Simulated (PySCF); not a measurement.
PySCF job for FH₇N₂Si₂, SMILES N([SiH2]F)[SiH2]N, TDA-B3LYP/def2-SVPD. The structure is a stationary point at PBE-D3(BJ)/def2-SVP. The structure was generated by enumeration, and PubChem lists no compound with its InChIKey, so it may never have been made. The values are those of a single conformer.

```python
import numpy as np
from pyscf import gto, scf, dft, tdscf

mol = gto.M(
    atom='''
    Si    1.37169769   -0.19749618   -0.93735430
    F     2.29748541   -0.63435338    0.35214984
    N    -0.31553387   -0.48092467   -0.67196028
    Si   -1.47853520    0.58313780    0.13523345
    N    -1.80067973    0.35212923    1.82759157
    H     1.58064771    1.27064477   -1.13592427
    H     1.84261720   -1.03378748   -2.08876447
    H    -0.63200056   -1.44223388   -0.84354900
    H    -2.80420219    0.40052502   -0.54588720
    H    -0.89274058    1.95224546   -0.04031523
    H    -2.41949474   -0.40800528    2.12005810
    H    -1.04297538    0.47237694    2.50530617
    ''',
    basis='def2-SVPD',
    charge=0,
    spin=0,
    max_memory=1600,
    verbose=4,
)
mf = dft.RKS(mol, xc='b3lyp').density_fit(auxbasis='def2-universal-jkfit')
mf.grids.level = 3
mf.conv_tol = 1e-9
mf.max_cycle = 100
mf.kernel()
mf.grids = dft.Grids(mol).set(level=1).build(with_non0tab=True)  # coarser grid for the response kernel
td = tdscf.TDA(mf)
td.singlet = True
td.nstates = 10
td.conv_tol = 1e-4
td.positive_eig_threshold = 1e-6
td.kernel(x0=td.get_init_guess(mf, 15))
td.analyze()
tt = tdscf.TDA(mf)
tt.singlet = False
tt.nstates = 4
tt.conv_tol = 1e-4
tt.positive_eig_threshold = 1e-6
tt.kernel(x0=tt.get_init_guess(mf, 9))
tt.analyze(verbose=3)
```

It prints:

```
PySCF version 2.14.0

[INPUT] verbose = 4
[INPUT] num. atoms = 12
[INPUT] num. electrons = 58
[INPUT] charge = 0
[INPUT] spin (= nelec alpha-beta = 2S) = 0
[INPUT] symmetry False subgroup None
[INPUT] Mole.unit = angstrom
[INPUT] Symbol           X                Y                Z      unit          X                Y                Z       unit  Magmom
[INPUT]  1 Si     1.371697690000  -0.197496180000  -0.937354300000 AA    2.592132959799  -0.373213690848  -1.771342908683 Bohr   0.0
[INPUT]  2 F      2.297485410000  -0.634353380000   0.352149840000 AA    4.341618200084  -1.198754154392   0.665466752409 Bohr   0.0
[INPUT]  3 N     -0.315533870000  -0.480924670000  -0.671960280000 AA   -0.596272597324  -0.908815912847  -1.269820895786 Bohr   0.0
[INPUT]  4 Si    -1.478535200000   0.583137800000   0.135233450000 AA   -2.794026593529   1.101970734881   0.255554183380 Bohr   0.0
[INPUT]  5 N     -1.800679730000   0.352129230000   1.827591570000 AA   -3.402791527756   0.665427805154   3.453647534864 Bohr   0.0
[INPUT]  6 H      1.580647710000   1.270644770000  -1.135924270000 AA    2.986991271321   2.401170616911  -2.146585768546 Bohr   0.0
[INPUT]  7 H      1.842617200000  -1.033787480000  -2.088764470000 AA    3.482041860413  -1.953575208204  -3.947192787022 Bohr   0.0
[INPUT]  8 H     -0.632000560000  -1.442233880000  -0.843549000000 AA   -1.194307968972  -2.725427040769  -1.594076582651 Bohr   0.0
[INPUT]  9 H     -2.804202190000   0.400525020000  -0.545887200000 AA   -5.299174137006   0.756882593836  -1.031577302906 Bohr   0.0
[INPUT] 10 H     -0.892740580000   1.952245460000  -0.040315230000 AA   -1.687035196485   3.689209247326  -0.076184743349 Bohr   0.0
[INPUT] 11 H     -2.419494740000  -0.408005280000   2.120058100000 AA   -4.572182418426  -0.771018236576   4.006329177166 Bohr   0.0
[INPUT] 12 H     -1.042975380000   0.472376940000   2.505306170000 AA   -1.970937822864   0.892663044160   4.734342519483 Bohr   0.0

nuclear repulsion = 299.534213956595
number of shells = 73
number of NR pGTOs = 247
number of NR cGTOs = 167
basis = def2-SVPD
ecp = {}


[settings echo left out]
init E= -792.43125713237
  HOMO = -0.319028135710891  LUMO = -0.0354764250421691  gap/eV = 7.71584
cycle= 1 E= -792.29132518007  delta_E= 0.14  |g|= 0.756  |ddm|=  4.3
  HOMO = -0.177861770359874  LUMO = 0.00557378883699133  gap/eV = 4.99154
cycle= 2 E= -792.112076559737  delta_E= 0.179  |g|= 1.23  |ddm|= 2.69
  HOMO = -0.27337487933552  LUMO = -0.00924319960975462  gap/eV = 7.18739
cycle= 3 E= -792.403120833259  delta_E= -0.291  |g|= 0.0684  |ddm|= 1.66
  HOMO = -0.272895872551742  LUMO = -0.00667489266162491  gap/eV = 7.24424
cycle= 4 E= -792.403848366192  delta_E= -0.000728  |g|= 0.0394  |ddm|= 0.136
  HOMO = -0.268964742970719  LUMO = -0.006010356946204  gap/eV = 7.15535
cycle= 5 E= -792.404123277111  delta_E= -0.000275  |g|= 0.0091  |ddm|= 0.0598
  HOMO = -0.270209689790727  LUMO = -0.00658766729986038  gap/eV = 7.17352
cycle= 6 E= -792.40414425142  delta_E= -2.1e-05  |g|= 0.00178  |ddm|= 0.0139
  HOMO = -0.270323767207606  LUMO = -0.00654437606109282  gap/eV = 7.17780
cycle= 7 E= -792.404144824581  delta_E= -5.73e-07  |g|= 0.000948  |ddm|= 0.00357
  HOMO = -0.270277555794973  LUMO = -0.00653928856297004  gap/eV = 7.17668
cycle= 8 E= -792.404145021308  delta_E= -1.97e-07  |g|= 0.00011  |ddm|= 0.00111
  HOMO = -0.270283946545805  LUMO = -0.00654116280645178  gap/eV = 7.17681
cycle= 9 E= -792.40414502405  delta_E= -2.74e-09  |g|= 2e-05  |ddm|= 0.000194
  HOMO = -0.270281643317593  LUMO = -0.00654070437703602  gap/eV = 7.17676
cycle= 10 E= -792.404145024157  delta_E= -1.07e-10  |g|= 5.98e-06  |ddm|= 4.39e-05
  HOMO = -0.270281859819359  LUMO = -0.00654105894411394  gap/eV = 7.17675
Extra cycle  E= -792.404145024155  delta_E= 2.05e-12  |g|= 5.92e-06  |ddm|= 1.8e-05
converged SCF energy = -792.404145024155
tot grids = 45672
Overwritten attributes  positive_eig_threshold  of <class 'pyscf.tdscf.rks.TDA'>


******** <class 'pyscf.tdscf.rks.TDA'> for <class 'pyscf.df.df_jk.DFRKS'> ********
nstates = 10 singlet
deg_eia_thresh = 1.000e-03
wfnsym = None
conv_tol = 0.0001
eigh lindep = 1e-12
eigh level_shift = 0
eigh max_cycle = 100


Excitation energies (eV)
[6.24796846 6.79009066 7.02622675 7.2409409  7.52796434 7.57968874
 7.74056044 7.88005717 7.9381897  8.03927883]

** Singlet excitation energies and oscillator strengths **
Excited State   1:      6.24797 eV    198.44 nm  f=0.0616
      29 -> 30       -0.68388
      29 -> 31       -0.11970
Excited State   2:      6.79009 eV    182.60 nm  f=0.0456
      28 -> 30       -0.28557
      29 -> 30        0.11477
      29 -> 31       -0.58074
      29 -> 32       -0.24278
Excited State   3:      7.02623 eV    176.46 nm  f=0.0334
      28 -> 30       -0.50733
      29 -> 31        0.36875
      29 -> 32       -0.30466
Excited State   4:      7.24094 eV    171.23 nm  f=0.0224
      28 -> 30       -0.38629
      29 -> 32        0.57454
Excited State   5:      7.52796 eV    164.70 nm  f=0.0123
      29 -> 33       -0.68286
Excited State   6:      7.57969 eV    163.57 nm  f=0.0162
      28 -> 31       -0.38545
      28 -> 32       -0.11662
      29 -> 34       -0.55614
      29 -> 36        0.11193
Excited State   7:      7.74056 eV    160.17 nm  f=0.0767
      28 -> 31        0.56607
      29 -> 34       -0.38303
Excited State   8:      7.88006 eV    157.34 nm  f=0.0031
      28 -> 32        0.17349
      29 -> 34        0.10620
      29 -> 36        0.50357
      29 -> 37       -0.37734
      29 -> 39       -0.14325
Excited State   9:      7.93819 eV    156.19 nm  f=0.0134
      28 -> 32        0.41785
      29 -> 35       -0.44870
      29 -> 36       -0.21446
      29 -> 38       -0.17974
Excited State  10:      8.03928 eV    154.22 nm  f=0.0077
      28 -> 32        0.47115
      29 -> 35        0.32173
      29 -> 36        0.11557
      29 -> 37        0.32113
      29 -> 38        0.11840

** Transition electric dipole moments (AU) **
state          X           Y           Z        Dip. S.      Osc.
  1         0.3383     -0.2735     -0.4619      0.4026      0.0616
  2         0.3464     -0.3622      0.1511      0.2740      0.0456
  3        -0.2706     -0.0913      0.3352      0.1939      0.0334
  4         0.2871     -0.0508     -0.2036      0.1265      0.0224
  5        -0.1845     -0.0115      0.1804      0.0667      0.0123
  6        -0.2890     -0.0376      0.0488      0.0873      0.0162
  7         0.4972     -0.0349     -0.3952      0.4046      0.0767
  8        -0.0952      0.0703     -0.0431      0.0159      0.0031
  9        -0.2427     -0.0997     -0.0161      0.0691      0.0134
 10         0.0815     -0.0952     -0.1529      0.0391      0.0077

** Transition velocity dipole moments (imaginary part, AU) **
state          X           Y           Z        Dip. S.      Osc.
  1         0.0745     -0.0506     -0.0852      0.0154      0.0446
  2         0.0818     -0.0849      0.0170      0.0142      0.0379
  3        -0.0496     -0.0145      0.0634      0.0067      0.0173
  4         0.0504     -0.0211     -0.0234      0.0035      0.0089
  5        -0.0469     -0.0044      0.0403      0.0038      0.0093
  6        -0.0581     -0.0226      0.0021      0.0039      0.0093
  7         0.1093     -0.0150     -0.0813      0.0188      0.0440
  8        -0.0221      0.0249      0.0017      0.0011      0.0026
  9        -0.0421      0.0065     -0.0011      0.0018      0.0041
 10         0.0251     -0.0075     -0.0249      0.0013      0.0030

** Transition magnetic dipole moments (imaginary part, AU) **
state          X           Y           Z
  1        -0.5236     -0.0597     -0.1459
  2        -0.2323     -0.0146     -0.3984
  3         0.1620     -0.4928     -0.1054
  4         0.0488      0.4939     -0.1888
  5        -0.1629     -0.4743     -0.0117
  6        -0.5268     -0.3763     -0.2567
  7        -0.0432      0.5718     -0.2830
  8        -0.0050      0.2160      0.2992
  9         0.0288     -0.0767     -0.1078
 10         0.3112      0.3853     -0.2314


******** <class 'pyscf.tdscf.rks.TDA'> for <class 'pyscf.df.df_jk.DFRKS'> ********
nstates = 4 triplet
deg_eia_thresh = 1.000e-03
wfnsym = None
conv_tol = 0.0001
eigh lindep = 1e-12
eigh level_shift = 0
eigh max_cycle = 100


Excitation energies (eV)
[5.86511161 6.40808097 6.73622257 6.85411743]

** Triplet excitation energies and oscillator strengths **
Excited State   1:      5.86511 eV    211.39 nm  f=0.0000
Excited State   2:      6.40808 eV    193.48 nm  f=0.0000
Excited State   3:      6.73622 eV    184.06 nm  f=0.0000
Excited State   4:      6.85412 eV    180.89 nm  f=0.0000
```

The run converged.
